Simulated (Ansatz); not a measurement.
`C#[C][AlH][F]` + `[NH2][ZnH]` → `[NH2][Zn][AlH][F]` + acetylene  (formal exchange of groups at the Al–C bond)

Calculated with Ansatz (gas phase, PBE0-D4/def2-TZVP geometries, no zero-point term in ΔE). CCSD(T)/CBS is the MP2 limit (def2-TZVPP, def2-QZVPP) plus CCSD(T) − MP2 in def2-TZVPP, frozen cores. This one scheme is used for every species. Functionals use def2-TZVPP. For Zn outer-core shells are correlated without core-valence functions, which leaves a few kJ/mol of doubt a bond. Scalar relativity is left out up to krypton. Each species was taken in one conformer, which may not be the lowest.

Q: Is it downhill or uphill in electronic energy at CCSD(T)/CBS, and by how much? (An estimate is asked.)

A: Computed: Uphill: ΔE = +28.3 kJ/mol.

Q: What do these levels give: BLYP-D4, B97M-V, r2SCAN0-D4, CAM-B3LYP-D4, r2SCANh, CAM-B3LYP, RPA@PBE/def2-TZVPP, HF/def2-SVP, CCSD(T)/def2-SVP, HF/def2-TZVPP, CCSD(T)/def2-TZVPP, MP2/def2-QZVPP? (Best estimate.)

A: Computed: BLYP-D4 26.1, B97M-V 39.4, r2SCAN0-D4 31.0, CAM-B3LYP-D4 30.1, r2SCANh 31.4, CAM-B3LYP 29.2, RPA@PBE/def2-TZVPP 37.9, HF/def2-SVP 30.8, CCSD(T)/def2-SVP 29.9, HF/def2-TZVPP 33.0, CCSD(T)/def2-TZVPP 33.6, MP2/def2-QZVPP 37.3 kJ/mol.

Largest T1 diagnostic among the species: 0.016.

Leaving LDA and LC-ωPBE aside and taking each functional with its dispersion term where it has one, the values, not all of them listed here, spread over 20.4 kJ/mol, from PBE-D4 to B97M-V. From PBE to PBE0 (25 % exact exchange), in def2-TZVPP and without D4, ΔE moves by +3.5 kJ/mol.
